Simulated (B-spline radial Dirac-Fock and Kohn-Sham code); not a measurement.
What relativity does to the binding energies of Hg⁴¹⁺

System: mercury as Hg⁴¹⁺, configuration 1s2 2s2 2p6 3s2 3p6 3d10 4s2 4p6 4d3.

Both columns are ΔSCF binding energies of the configuration average from a radial finite-basis atomic code: non-relativistic Hartree-Fock with a point nucleus, and Dirac-Fock with a finite nucleus and the Coulomb interaction alone, averaged over the two j levels with weights 2j+1.

```
shell  Hartree-Fock (eV)  Dirac-Fock (eV)  shift (eV)  shift (%)
   1s            77443.2          85482.7    +8039.50     +10.38
   2s            14670.6          16839.8    +2169.15     +14.79
   2p            14163.6          14900.5     +736.98      +5.20
   3s             4889.7           5454.1     +564.34     +11.54
   3p             4655.0           4873.8     +218.80      +4.70
   3d             4225.4           4211.9      -13.50      -0.32
   4s             2259.7           2446.9     +187.12      +8.28
   4p             2147.8           2224.3      +76.42      +3.56
   4d             1969.6           1973.1       +3.46      +0.18
```

Relativity binds 1s, 2s, 2p, 3s, 3p, 4s, 4p, 4d more strongly, among those listed most of all 2s in relative terms, and 3d more weakly, because the contracted s and p shells screen the nucleus better.

Values without a named source are computed, but for edge energies of neutral atoms, which are taken from tables.
